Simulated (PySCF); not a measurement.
**A small calculation by hand: entropy of an ideal gas**

Te(NH2)(GeH3) (GeH5NTe), SMILES N[Te][GeH3].

Geometry optimised at PBE0-D3(BJ)/def2-SVP. The structure was generated by enumeration, and PubChem lists no compound with its InChIKey, so it may never have been made. The def2 effective core potentials stand for the cores of Te; spin–orbit coupling is left out. The values are those of a single conformer.

PySCF with PBE0-D3(BJ)/def2-SVP gives the harmonic wavenumbers 106, 114, 240, 247, 494, 508, 537, 782, 802, 868, 882, 965, 1546, 2146, 2163, 2163, 3530, 3637 cm⁻¹ and the rotational temperatures 0.3432, 0.0711, 0.0602 K. The molar mass is 219.28 g/mol, the symmetry number 1, the spin multiplicity 1.

Question: Work out the entropy at 298.15 K and 1 atm in the rigid-rotor, harmonic-oscillator model.

Answer: 
Translation (Sackur–Tetrode at 1 atm): S = R[1.5 ln M + 2.5 ln T − 1.16487] = 176.0 J/(mol K).
Rotation: q = (√π/σ) T^1.5/√(θA θB θC) = 238000, S = R[ln q + 3/2] = 115.4 J/(mol K).
Vibration: with u = 1.4388 ν/T, each mode gives R[u/(e^u − 1) − ln(1 − e^−u)]:
```tsv
ν (cm⁻¹)	modes	u	S (J/(mol K))
106	1	0.51	13.98
114	1	0.55	13.39
240	1	1.16	7.54
247	1	1.19	7.33
494	1	2.38	2.82
508	1	2.45	2.67
537	1	2.59	2.39
782	1	3.77	0.93
802	1	3.87	0.86
868	1	4.19	0.66
882	1	4.26	0.63
965	1	4.66	0.45
1546	1	7.46	0.04
```
The stiffer modes add less than 0.005 each. Sum 53.7 J/(mol K).
Spin: R ln 1 = 0.0 J/(mol K).
Total 345.1 J/(mol K); the program's own thermochemistry gives 345.1. Translation makes up 51 % and vibration 16 %. Anharmonicity, hindered rotation and orbital degeneracy are left out.
